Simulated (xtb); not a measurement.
xtb input (GFN2-xTB):

```bash
xtb mol.xyz --gfn 2 --sp --chrg -1 --uhf 0
```
mol.xyz:
```
4

Nb     0.09653391     0.17028251     0.10471383
O      1.33680250    -0.58549825    -0.83735844
O     -0.73449443    -1.14642288     1.24369919
O     -1.09704438     0.85922325    -0.94299911
```

Output:

```
           -------------------------------------------------
          |                Calculation Setup                |
           -------------------------------------------------

           -------------------------------------------------
          |                 G F N 2 - x T B                 |
           -------------------------------------------------

        Reference                      10.1021/acs.jctc.8b01176
      * Hamiltonian:
        H0-scaling (s, p, d)           1.850000    2.230000    2.230000
        zeta-weighting                 0.500000
      * Dispersion:
        s8                             2.700000
        a1                             0.520000
        a2                             5.000000
        s9                             5.000000
      * Repulsion:
        kExp                           1.500000    1.000000
        rExp                           1.000000
      * Coulomb:
        alpha                          2.000000
        third order                    shell-resolved
        anisotropic                    true
        a3                             3.000000
        a5                             4.000000
        cn-shift                       1.200000
        cn-exp                         4.000000
        max-rad                        5.000000

          ...................................................
          :                      SETUP                      :
          :.................................................:
          :  # basis functions                  22          :
          :  # atomic orbitals                  21          :
          :  # shells                            9          :
          :  # electrons                        24          :
          :  max. iterations                   250          :
          :  Hamiltonian                  GFN2-xTB          :
          :  restarted?                      false          :
          :  GBSA solvation                  false          :
          :  PC potential                    false          :
          :  electronic temp.          300.0000000     K    :
          :  accuracy                    1.0000000          :
          :  -> integral cutoff          0.2500000E+02      :
          :  -> integral neglect         0.1000000E-07      :
          :  -> SCF convergence          0.1000000E-05 Eh   :
          :  -> wf. convergence          0.1000000E-03 e    :
          :  Broyden damping             0.4000000          :
          :  net charge                         -1          :
          :  unpaired electrons                  0          :
          ...................................................

 iter      E             dE          RMSdq      gap      omega  full diag
   1     17.7099061  0.177099E+02  0.549E+01    0.46       0.0  T
   2     -4.9143084 -0.226242E+02  0.401E+01   47.28       1.0  T
   3     -6.5533095 -0.163900E+01  0.291E+01   22.24       1.0  T
   4     -9.6535699 -0.310026E+01  0.216E+01    0.12       1.0  T
   5    -14.1547372 -0.450117E+01  0.240E+01    1.14       1.0  T
   6    -14.1468866  0.785051E-02  0.240E+01    1.12       1.0  T
[...]
        17                          0.0045585               0.1240
       ...                                ...                  ...
        21                          0.5419972              14.7485
      -------------------------------------------------------------
                  HL-Gap            0.0493255 Eh            1.3422 eV
             Fermi-level           -0.2048892 Eh           -5.5753 eV

 SCC (total)                   0 d,  0 h,  0 min,  0.018 sec
 SCC setup                      ...        0 min,  0.000 sec (  0.862%)
 Dispersion                     ...        0 min,  0.000 sec (  0.560%)
 classical contributions        ...        0 min,  0.000 sec (  0.173%)
 integral evaluation            ...        0 min,  0.001 sec (  5.132%)
 iterations                     ...        0 min,  0.015 sec ( 84.920%)
 molecular gradient             ...        0 min,  0.001 sec (  7.113%)
 printout                       ...        0 min,  0.000 sec (  1.102%)

         :::::::::::::::::::::::::::::::::::::::::::::::::::::
         ::                     SUMMARY                     ::
         :::::::::::::::::::::::::::::::::::::::::::::::::::::
         :: total energy             -14.238861703485 Eh    ::
         :: gradient norm              0.061304095563 Eh/a0 ::
         :: HOMO-LUMO gap              1.342214497842 eV    ::
         ::.................................................::
         :: SCC energy               -14.275146379479 Eh    ::
         :: -> isotropic ES            0.211904827437 Eh    ::
         :: -> anisotropic ES          0.007707715735 Eh    ::
         :: -> anisotropic XC         -0.006095815286 Eh    ::
         :: -> dispersion             -0.002551479190 Eh    ::
         :: repulsion energy           0.036284675994 Eh    ::
         :: add. restraining           0.000000000000 Eh    ::
         :: total charge              -1.000000000000 e     ::
         :::::::::::::::::::::::::::::::::::::::::::::::::::::

           -------------------------------------------------
          |                Property Printout                |
           -------------------------------------------------

    * Orbital Energies and Occupations

         #    Occupation            Energy/Eh            Energy/eV
      -------------------------------------------------------------
         1        2.0000           -0.5288947             -14.3920
         2        2.0000           -0.4760270             -12.9534
         3        2.0000           -0.4659493             -12.6791
         4        2.0000           -0.3097564              -8.4289
         5        2.0000           -0.2849612              -7.7542
         6        2.0000           -0.2777278              -7.5574
         7        2.0000           -0.2725129              -7.4155
         8        2.0000           -0.2632749              -7.1641
         9        2.0000           -0.2490242              -6.7763
        10        2.0000           -0.2435023              -6.6260
        11        2.0000           -0.2368731              -6.4456
        12        2.0000           -0.2295521              -6.2464 (HOMO)
        13                         -0.1802266              -4.9042 (LUMO)
        14                         -0.1002934              -2.7291
        15                         -0.0839632              -2.2848
        16                          0.0040681               0.1107
        17                          0.0045585               0.1240
        18                          0.0805232               2.1911
Note: The following floating-point exceptions are signalling: IEEE_INVALID_FLAG IEEE_UNDERFLOW_FLAG IEEE_DENORMAL
normal termination of xtb
        19                          0.2990325               8.1371
        20                          0.5229918              14.2313
        21                          0.5419972              14.7485
      -------------------------------------------------------------
                  HL-Gap            0.0493255 Eh            1.3422 eV
             Fermi-level           -0.2048892 Eh           -5.5753 eV

     #   Z          covCN         q      C6AA      α(0)
     1  41 Nb       2.201     0.420   432.258    43.805
     2   8 O        0.734    -0.461    22.993     6.426
     3   8 O        0.732    -0.498    23.800     6.537
     4   8 O        0.734    -0.461    22.993     6.426

 Mol. C6AA /au·bohr⁶  :       1194.537761
 Mol. C8AA /au·bohr⁸  :      88831.817493
 Mol. α(0) /au        :         63.194230

Wiberg/Mayer (AO) data.
largest (>0.10) Wiberg bond orders for each atom

 ---------------------------------------------------------------------------
     #   Z sym  total        # sym  WBO       # sym  WBO       # sym  WBO
 ---------------------------------------------------------------------------
     1  41 Nb   6.188 --     2 O    2.112     4 O    2.112     3 O    1.965
     2   8 O    2.358 --     1 Nb   2.112     3 O    0.129     4 O    0.117
     3   8 O    2.223 --     1 Nb   1.965     2 O    0.129     4 O    0.129
     4   8 O    2.358 --     1 Nb   2.112     3 O    0.129     2 O    0.117
 ---------------------------------------------------------------------------

Topologies differ in total number of bonds
Writing topology from bond orders to xtbtopo.mol

molecular dipole:
                 x           y           z       tot (Debye)
 q only:        0.559       0.975       0.463
   full:        1.147       2.039       1.457       7.005
molecular quadrupole (traceless):
                xx          xy          yy          xz          yz          zz
 q only:       -1.155       2.050       1.536       2.669       4.633      -0.382
  q+dip:       -1.602       2.717       1.937       3.358       5.857      -0.335
   full:       -1.986       3.267       2.254       3.943       6.898      -0.268

           -------------------------------------------------
          | TOTAL ENERGY              -14.238861703485 Eh   |
          | GRADIENT NORM               0.061304095563 Eh/α |
          | HOMO-LUMO GAP               1.342214497842 eV   |
           -------------------------------------------------

------------------------------------------------------------------------
------------------------------------------------------------------------
 total:
 SCF:
```

This state (charge -1, singlet) is run at the relaxed geometry of the species with charge 0 and multiplicity 2.
